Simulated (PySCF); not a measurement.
Zn(OH) (HOZn), SMILES [Zn+][OH], charge +1. Heavy atoms are numbered as in [Zn+:1][OH:2]. Hydrogens are named by the atom that carries them.

Geometry: B3LYP-D3(BJ)/def2-TZVP. The multiplicity is an assumed one; other spin states were not compared. The isomer is the one that the SMILES or the coordinates give; other isomers of the formula were not compared.

Computed with PBE0/pcSseg-2 in PySCF.

GIAO shieldings, no solvent; atoms alike by connectivity are averaged. δ = σ(ref) − σ: ¹⁷O against H2O (σ = 327.8 ppm); ¹H against TMS (σ = 31.54 ppm), references at their B3LYP-D3(BJ)/def2-TZVP geometries, non-relativistic.

Computed chemical shifts:
```
nucleus    atoms  count  δ (ppm)
-------  -------  -----  -------
¹⁷O      O2 (OH)      1    183.6
¹H       H on O2      1     7.93
```
